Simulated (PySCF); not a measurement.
# Bonding in `CC#CC1=C[Si@@H](C)C=C1`

Compound: C₈H₁₀Si.
Numbering: `[CH3:1][C:2]#[C:3][C:4]1=[CH:5][Si@@H:6]([CH3:7])[CH:8]=[CH:9]1` (hydrogens: H10, H11, H12 on C1; H13 on C5; H14 on Si6; H15, H16, H17 on C7; H18 on C8; H19 on C9)

Structure used (PBE0-D3(BJ)/def2-SVP), in Å, numbered top down from 1:
```xyz
19
C8H10Si angstrom
C      4.5008    2.0640    0.4368
C      3.2067    1.4080    0.3902
C      2.1214    0.8602    0.3636
C      0.8497    0.2187    0.2940
C      0.1317   -0.2126    1.3666
Si    -1.4511   -0.9769    0.7216
C     -3.0257   -0.1345    1.3035
C     -0.9785   -0.6221   -1.0591
C      0.2236   -0.0153   -1.0425
H      5.0862    1.8556   -0.4730
H      4.3871    3.1568    0.5180
H      5.0886    1.7238    1.3041
H      0.5068   -0.0882    2.3840
H     -1.5348   -2.4456    1.0068
H     -3.9065   -0.5604    0.7987
H     -3.1593   -0.2655    2.3884
H     -2.9854    0.9430    1.0853
H     -1.5051   -0.8318   -1.9925
H      0.7631    0.3135   -1.9371
```

Bond orders from the PBE0/pcSseg-1 density (PySCF). Geometry: PBE0-D3(BJ)/def2-SVP; no solvent, vibrations or thermal averaging.

How far do the computed orders between heavy atoms stray from the drawn ones?

The largest departure is 0.743, at C2–C3 (drawn triple, 2.257). Drawn single, order above 1.12: C1–C2 (1.251). Drawn single, order below 0.88: C5–Si6 (0.867) and Si6–C8 (0.877). Drawn double or triple, more than 0.30 short of the drawn order: C2–C3 (2.257).

Give the Mayer order of every bond between heavy atoms, beside its length.

```json
{"bond": "C1–C2", "drawn as": "single", "length (Å)": "1.452", "Mayer order": "1.251"}
{"bond": "C2–C3", "drawn as": "triple", "length (Å)": "1.216", "Mayer order": "2.257"}
{"bond": "C3–C4", "drawn as": "single", "length (Å)": "1.426", "Mayer order": "1.039"}
{"bond": "C4–C5", "drawn as": "double", "length (Å)": "1.361", "Mayer order": "1.783"}
{"bond": "C5–Si6", "drawn as": "single", "length (Å)": "1.872", "Mayer order": "0.867"}
{"bond": "Si6–C7", "drawn as": "single", "length (Å)": "1.878", "Mayer order": "0.971"}
{"bond": "Si6–C8", "drawn as": "single", "length (Å)": "1.876", "Mayer order": "0.877"}
{"bond": "C8–C9", "drawn as": "double", "length (Å)": "1.347", "Mayer order": "1.855"}
{"bond": "C9–C4", "drawn as": "single", "length (Å)": "1.494", "Mayer order": "1.071"}
```

Bonds between the same two heavy elements. C–C: lowest C3–C4 (1.039, 1.426 Å), highest C2–C3 (2.257, 1.216 Å); in 2 of the 15 pairs the longer bond (by over 0.003 Å) has the higher order (by 0.02 or more). C–Si: lowest C5–Si6 (0.867, 1.872 Å), highest Si6–C7 (0.971, 1.878 Å); in 1 of the 3 pairs the longer bond (by over 0.003 Å) has the higher order (by 0.02 or more).

And the bonds to hydrogen?

C–H: 0.93 to 0.97 (9 bonds); H–Si: 0.93 (1 bond).

Sum the orders of all bonds at each heavy atom with more than one neighbour and set the sums beside the valence in the SMILES.

C1 4.029 (drawn 4), C2 3.508 (drawn 4), C3 3.296 (drawn 4), C4 3.893 (drawn 4), C5 3.606 (drawn 4), Si6 3.649 (drawn 4), C7 3.825 (drawn 4), C8 3.672 (drawn 4), C9 3.900 (drawn 4). Orders between atoms that aren't bonded are not in these sums.

The Mayer order sums products of elements of PS (density times overlap matrix) between the two atoms' basis functions, so it depends on the basis set.

These values come from a run that also computed NMR shieldings. Hardware: Intel Xeon at 2.50 GHz, one thread, no GPU, shared host with 64 logical CPUs at a one-minute load of 59. Cost: 2.8 min wall, 2.5 min CPU (with the writing of density and orbital grids), 0.97 GiB resident at most.
